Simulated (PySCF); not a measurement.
**UHF on Cl⁺ (chlorine, charge +1)**

Configuration: [Ne] 3s2 3p4, high-spin 3P determinant. All numbers are calculated (PySCF 2.14, no relativity, point nucleus, in cc-pV(T+d)Z (5s4p3d1f, 39 functions)).

```json
{
 "Total energy": "-459.052900 hartree",
 "One-electron energy": "-627.2785 hartree",
 "Hartree (Coulomb) energy": "195.4869 hartree",
 "Exchange energy": "-27.2613 hartree",
 "Kinetic energy": "459.02549 hartree",
 "⟨S²⟩": "2.0109",
 "⟨L²⟩": "2.038",
 "Sum of ⟨r⟩": "13.35 bohr",
 "Sum of ⟨r²⟩": "20.73 bohr²",
 "Traceless quadrupole moment −½Σ⟨3z² − r²⟩ along its main axis": "-1.45 e·bohr²",
 "Density at the nucleus (Gaussians lack the cusp)": "3180 bohr⁻³",
 "Spin density at the nucleus": "0.295 bohr⁻³",
 "Langevin diamagnetic susceptibility": "-16.4 ×10⁻⁶ cm³/mol",
 "Time after the integrals": "0.09 s of wall time on 1 thread of Neoverse-V2 (shared host)"
}
```

```csv
shell,electrons,mean orbital energy (eV),spread (eV),"rms radius, mean of both spins (bohr)"
1s α,1,-2867.4,0,0.106
1s β,1,-2866.7,0,0.106
2s α,1,-301.72,0,0.481
2s β,1,-301.05,0,0.481
2p α,3,-232.95,0.743,0.451
2p β,3,-231.74,0.559,0.451
3s α,1,-43.557,0,1.62
3s β,1,-36.618,0,1.62
3p α,3,-26.361,2.269,1.85
3p β,1,-23.648,0,1.85
```
